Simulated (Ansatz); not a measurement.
Reaction (SMILES): NC1CC1 -> [CH]1CC1 + [NH2] (NH2) (the C-N bond at the site shown breaks; other sites are not compared here)
Geometries: B3LYP-D3(BJ)/def2-TZVP minima from Ansatz (a quantum-chemistry and plane-wave program), one conformer each, not searched for the lowest.
Geometry of the first species:
```
C
H 1 1.0888
N 1 1.4402 2 118.06
H 3 1.0133 1 111.20 2 -60.10
H 3 1.0133 4 107.85 1 -122.16
C 1 1.5007 2 115.87 3 146.09
H 6 1.0812 1 116.46 2 -146.10
H 6 1.0815 7 115.26 1 -145.27
C 1 1.5007 2 115.87 3 -146.09
H 9 1.0812 1 116.46 2 146.10
H 9 1.0815 10 115.26 1 145.27
```

Wanted: bond dissociation energy (electronic energy difference), in kcal/mol. Cores are frozen in the correlated levels unless marked. UHF or UKS for open shells. Spin-orbit coupling is left out. Non-relativistic. Basis-set limits of correlation are two-point, X^-3; Hartree-Fock from the larger set. [CCSD(T)-MP2]/basis is that difference in the basis named.

Level to compare with: RI-MP2/CBS(cc-pVTZ,cc-pVQZ)+[CCSD(T)-MP2]/cc-pVTZ (Ansatz), 102.7 kcal/mol. It is a level with limits of its own, and the differences hold the functionals' basis error too.

**Question.** Rank these functionals by how close they come to RI-MP2/CBS(cc-pVTZ,cc-pVQZ)+[CCSD(T)-MP2]/cc-pVTZ, closest first: wB97M-V/def2-TZVPD (Ansatz); BHLYP/def2-TZVPD (Ansatz); B97M-V/def2-TZVPD (Ansatz).

**Answer.** wB97M-V/def2-TZVPD (range-separated hybrid meta-GGA with VV10, 102.6 kcal/mol, difference -0.1), B97M-V/def2-TZVPD (meta-GGA with VV10, 97.3 kcal/mol, difference -5.4), BHLYP/def2-TZVPD (global hybrid, 92.2 kcal/mol, difference -10.5)
